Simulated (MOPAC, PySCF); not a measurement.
HClGe, SMILES `[Cl][GeH]` (lower singlet), neutral singlet in the gas phase. This singlet lies 1.69 eV below the relaxed triplet at the level composite: frozen-core CCSD(T) with HF/cc-pVQZ and the correlation energy extrapolated as X^-3 from cc-pVTZ and cc-pVQZ, plus CCSDT(Q) minus CCSD(T) in cc-pVDZ // PBE0-D3(BJ)/def2-TZVP (Ansatz).

Cartesian coordinates (Å):
SMILES: [Cl][GeH]
```xyz
3

Cl     1.5495    -0.3189     0.0000
Ge    -0.3158     0.8150     0.0000
H     -1.2337    -0.4961     0.0000
```
Charge 0, multiplicity 1.

All levels are single points at this geometry (PBE0-D3(BJ)/def2-TZVP); Pople sets use spherical d functions. Orbital energies aren't observables, and empty levels follow the basis.

BP86/6-31G* in PySCF gives HOMO (eV) = -6.16.

Problem. Estimate the HOMO (eV) from each of these levels: PBE-D3(BJ)/def2-TZVP in PySCF; PBE0-D3(BJ)/def2-TZVP in PySCF; B3LYP/6-311+G** (LANL2DZ on Ge) in PySCF; B3LYP/6-31G* in PySCF; M06-2X/6-31G* in PySCF; SVWN5/6-31G* in PySCF; HF/3-21G in PySCF; HF/6-31G* in PySCF; AM1 in MOPAC; PM3 in MOPAC; PM6 in MOPAC; PM7 in MOPAC.

Solution. 
```csv
level,HOMO (eV)
PBE-D3(BJ)/def2-TZVP in PySCF,-6.05
PBE0-D3(BJ)/def2-TZVP in PySCF,-7.16
B3LYP/6-311+G** (LANL2DZ on Ge) in PySCF,-7.03
B3LYP/6-31G* in PySCF,-6.97
M06-2X/6-31G* in PySCF,-8.21
SVWN5/6-31G* in PySCF,-6.12
HF/3-21G in PySCF,-9.68
HF/6-31G* in PySCF,-9.65
AM1 in MOPAC,-8.74
PM3 in MOPAC,-9.53
PM6 in MOPAC,-8.79
PM7 in MOPAC,-8.87
```
